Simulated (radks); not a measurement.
Q: The mean radii <r> (bohr) of the occupied orbitals of an atom or ion are listed with their occupations. Method: scalar-relativistic Kohn-Sham, SOGGA, spin-unpolarised, spherical densities, finite nucleus; Fermi nuclear charge, rms radius of each element as measured or else 0.836 A^(1/3) + 0.57 fm; computed with a radial shooting solver on a logarithmic mesh with Libxc functionals.

| orbital | occ. | <r> |
|---|---|---|
| 1s | 2 | 0.5842 |
| 2s | 1 | 3.956 |

Name the element and its charge.

A: Z = 3, lithium, charge 0: Li in [He] 2s1. The 1s radius gives Z: for a bare nucleus <r> = (2 gamma + 1)/(2Z) with gamma = sqrt(1 - (Z/c)^2), 0.4999 bohr for Z = 3, and screening makes it slightly larger (0.5842 here). The occupations add up to 3, and the charge is Z minus that.
